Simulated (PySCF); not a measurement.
A structure optimised at PBE-D3(BJ)/def2-SVP, used in a PySCF frequency run:

```
C
H 1 1.1118
H 1 1.1149 2 107.00
C 1 1.5062 2 110.42 3 -119.03
C 4 1.3447 1 125.49 2 -8.03
H 5 1.1008 4 121.31 1 -178.49
H 5 1.1033 6 117.02 4 179.74
H 4 1.1048 5 119.14 6 -0.70
B 1 1.5873 2 111.44 3 116.39
O 9 1.3576 1 124.88 2 3.54
H 10 0.9747 9 111.75 1 0.72
Cl 9 1.7805 10 115.64 11 -178.98
```

**Question.** Write its SMILES and formula.

**Answer.** C=CCB(O)Cl, C3H6BClO

**Question.** What are its rotational constants (standard atomic weights)?

**Answer.** 4.3389, 1.6546, 1.3210 GHz
